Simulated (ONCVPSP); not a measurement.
Before and after: ONCV potential for Ga

```json
{
  "Element": "Ga",
  "Generator": "ONCVPSP 4.0.1",
  "Type": "optimised norm-conserving Vanderbilt (ONCV)",
  "Functional": "BLYP",
  "Relativity": "non-relativistic",
  "Frozen core": "[Ne]",
  "Valence charge": "21",
  "Reference configuration": "3s2 3p6 3d10 4s1 (charge +2)",
  "Partial waves": "3s+4s: rc 0.95 bohr, ncon 3, nbas 8, qcut 12 1/bohr, 3 projectors, debl 1 Ha; 3p: rc 0.70 bohr, ncon 5, nbas 9, qcut 10.1 1/bohr, 3 projectors, debl 2.2 Ha; 3d: rc 0.80 bohr, ncon 3, nbas 8, qcut 20.2 1/bohr, 2 projectors, debl 1.1 Ha",
  "Local potential": "polynomial inside 0.45 bohr (lpopt 5, dvloc0 0 Ha)",
  "Core correction": "Teter function, fcfact 4.25, rcfact 1.5"
}
```

In the p channel the program set the typed energies aside and used -4.328, 0.250, 2.450 Ha. In the d channel the program set the typed energies aside and used -1.462, 0.250 Ha.

All-electron outer shells of the reference configuration (BLYP, non-relativistic, ld1.x):

| shell | level (eV) | outermost node (bohr) | outermost maximum (bohr) |
| --- | --- | --- | --- |
| 2p | -1112.24 | – | 0.15 |
| 3s | -163.24 | 0.27 | 0.57 |
| 3p | -117.77 | 0.24 | 0.57 |
| 3d | -39.79 | – | 0.53 |
| 4s | -25.82 | 0.82 | 1.81 |

Change: d: qcut 24.6.

Cutoffs: the cutoffs (Ha) at which the residual kinetic energy of the hardest occupied pseudo-wave falls to 1 and 0.1 mHa per electron; they do not see the model core or the augmentation charge, which bear on the density cutoff. Errors are all-electron minus pseudo energies relative to the spin-unpolarised reference configuration.

Task: How do hardness, ghosts and transferability respond?

Result: The potential gets neither clearly harder nor softer (271 Ha and 502 Ha → 271 Ha and 502 Ha); both files keep a bound ghost (p); the errors of the 4 common tests hardly move.

| quantity | base | changed |
| --- | --- | --- |
| cutoff, loose | 271 Ha | 271 Ha |
| cutoff, tight | 502 Ha | 502 Ha |
| loose cutoff by channel | s 54 Ha, p 271 Ha, d 150 Ha | s 54 Ha, p 271 Ha, d 182 Ha |
| bound ghosts | p | p |
| GHOST(+) flags under 300 eV | none | none |
| error for 3s2 3p6 3d10 4s2 4p1, meV [ΔE -26.57 eV] | +0.5 | +0.5 |
| error for 3s2 3p6 3d10 4s2, meV [ΔE -20.87 eV] | +0.3 | +0.3 |
| error for 3s2 3p6 3d10 4s0, meV [ΔE 31.03 eV] | +0.5 | +0.5 |
| error for 3s2 3p6 3d10 4s0 4p3, meV [ΔE -13.67 eV] | +0.1 | 0.0 |
| s: phases at 0.97 bohr within 0.05 rad from the reference energy up to (Ha; the scan ends near 5) | to the end of the scan | to the end of the scan |
| p: phases at 0.71 bohr within 0.05 rad from the reference energy up to (Ha; the scan ends near 5) | to the end of the scan | to the end of the scan |
| d: phases at 0.81 bohr within 0.05 rad from the reference energy up to (Ha; the scan ends near 5) | to the end of the scan | to the end of the scan |
| rms error of d²Exc/dni dnj with the model core, mHa | 1.61 | 1.51 |

 A true bound ghost makes a file unfit for plane-wave use even where its test errors are small: the radial tests pick states by their node count and pass the ghost by.
